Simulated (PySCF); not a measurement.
Geometries of 2 isomers of [C5H4O3]- (charge -1 and doublet state), from PBE0-D3(BJ)/def2-SVP geometry optimisation, gas phase in PySCF 2.14.0. One conformer each, no zero-point energy, no frequencies.

**Question.** Which isomer lies lower at this level?
A.
```xyz
12
angstrom
O      2.536    0.851    0.243
C      1.731   -0.091    0.093
O      2.244   -1.383   -0.009
C      0.330    0.001    0.013
C     -0.521    1.132    0.088
C     -1.837    0.648   -0.047
C     -1.761   -0.721   -0.198
O     -0.455   -1.134   -0.165
H      3.188   -1.198    0.069
H     -0.185    2.156    0.228
H     -2.757    1.235   -0.036
H     -2.509   -1.498   -0.333
```
B.
```xyz
12
angstrom
O     -2.186   -0.848   -1.371
C     -1.651   -0.130   -0.530
O     -2.446    0.705    0.241
C     -0.268   -0.021   -0.198
C      0.787   -0.924   -0.553
C      1.899   -0.523    0.116
O      1.675    0.588    0.870
C      0.307    0.912    0.742
H     -1.870    0.966    0.980
H      0.690   -1.792   -1.203
H      2.905   -0.941    0.170
H      0.160    2.005    0.684
```

**Answer.** A. That is `[O-][C](O)c1ccco1` [radical], 6.3 kcal/mol below the other.

```
           SMILES                            atoms numbered as above      E (Eh)  relative (kcal/mol)  relative (kJ/mol)  dipole about centre of mass (D)   ⟨S²⟩
[O-][C](O)c1ccco1  [O-:1][C:2]([OH:3])[c:4]1[cH:5][cH:6][cH:7][o:8]1  -417.82914                  0.0                0.0                             1.96  0.766
[O-][C](O)c1ccoc1  [O-:1][C:2]([OH:3])[c:4]1[cH:5][cH:6][o:7][cH:8]1  -417.81911                  6.3               26.3                             3.11  0.759
```
